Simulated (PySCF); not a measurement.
**Energy of La⁺ (lanthanum, charge +1) between two integer charges**

The 5d alpha orbital of [Xe] 5d2 is emptied in steps (occupation f), with all orbitals relaxed, ending at [Xe] 5d1. Calculation: PySCF 2.14, in def2-TZVP with the def2 core potential (46 electrons); scalar relativity through the core potential. The exact energy is a straight line in f; departures are measured from the line between the end points of the same method.

| f | PBE0 (eV) | r2SCAN (eV) | LC-wPBE (eV) |
| --- | --- | --- | --- |
| 1 | 0.000 | 0.000 | 0.000 |
| 0.8 | -0.408 | -0.534 | -0.021 |
| 0.6 | -0.612 | -0.802 | -0.029 |
| 0.4 | -0.613 | -0.800 | -0.026 |
| 0.2 | -0.408 | -0.530 | -0.016 |
| 0 | 0.000 | 0.000 | 0.000 |

```csv
method,E(f=0) − E(f=1) (eV),−ε at f=1 (eV),−ε at f=0.4 (eV)
PBE0,11.269,8.731,11.779
r2SCAN,11.292,7.966,11.976
LC-wPBE,11.081,10.947,11.116
```

Orbital energy along the path (eV):

```
  f     PBE0   r2SCAN  LC-wPBE
  1   -8.731   -7.966  -10.947
0.8   -9.736   -9.283  -11.010
0.6  -10.755  -10.628  -11.070
0.4  -11.779  -11.976  -11.116
0.2  -12.802  -13.303  -11.146
  0  -13.811  -14.557  -11.172
```

Reference removal energy between the ground levels: 11.185 eV (measured; NIST Atomic Spectra Database, ionization energies). The calculation has no spin-orbit coupling.
